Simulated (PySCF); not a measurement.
Antimony: a sound run and one with changed settings

Sound run: Sb²⁺ [Kr] 4d10 5s2 5p1, Sb³⁺ [Kr] 4d10 5s2. All numbers are calculated (PySCF 2.14, scalar relativity by spin-free X2C-1e, in x2c-TZVPall (8s6p4d2f, 60 functions)). In the sound run the correlated levels freeze [Kr] 4d10. The sound run starts from symmetry-adapted Hartree-Fock orbitals and uses a fine grid where one is needed.

Changed run: no relativity, point nucleus. This setting is unsound on purpose.

```json
{"species": "Sb²⁺", "method": "UHF", "sound run (hartree)": "-6477.04877", "changed run (hartree)": "-6181.51198", "converged": "yes"}
{"species": "Sb²⁺", "method": "M06-2X", "sound run (hartree)": "-6480.33204", "changed run (hartree)": "-6185.23874", "converged": "yes"}
{"species": "Sb²⁺", "method": "M06-L", "sound run (hartree)": "-6479.67515", "changed run (hartree)": "-6184.40581", "converged": "yes"}
{"species": "Sb²⁺", "method": "MP2", "sound run (hartree)": "-6477.08211", "changed run (hartree)": "-6181.54688", "converged": "yes"}
{"species": "Sb³⁺", "method": "UHF", "sound run (hartree)": "-6476.16317", "changed run (hartree)": "-6180.62872", "converged": "yes"}
{"species": "Sb³⁺", "method": "M06-2X", "sound run (hartree)": "-6479.42794", "changed run (hartree)": "-6184.33751", "converged": "yes"}
{"species": "Sb³⁺", "method": "M06-L", "sound run (hartree)": "-6478.78418", "changed run (hartree)": "-6183.51578", "converged": "yes"}
{"species": "Sb³⁺", "method": "MP2", "sound run (hartree)": "-6476.18905", "changed run (hartree)": "-6180.65638", "converged": "yes"}
```

Ionisation energy of Sb²⁺:

```
 method  sound run (eV)  changed run (eV)
    UHF          24.098            24.035
 M06-2X          24.602            24.524
  M06-L          24.244            24.219
    MP2          24.301            24.232
SCS-MP2          24.290            24.220
```

Most of the change in total energy is the relativistic energy itself. On top of that the contraction fixes the core shape for the Hamiltonian it was made with, so the changed run is not a good calculation with the other Hamiltonian either.

For comparison, NIST gives 25.323 eV between the lowest levels.
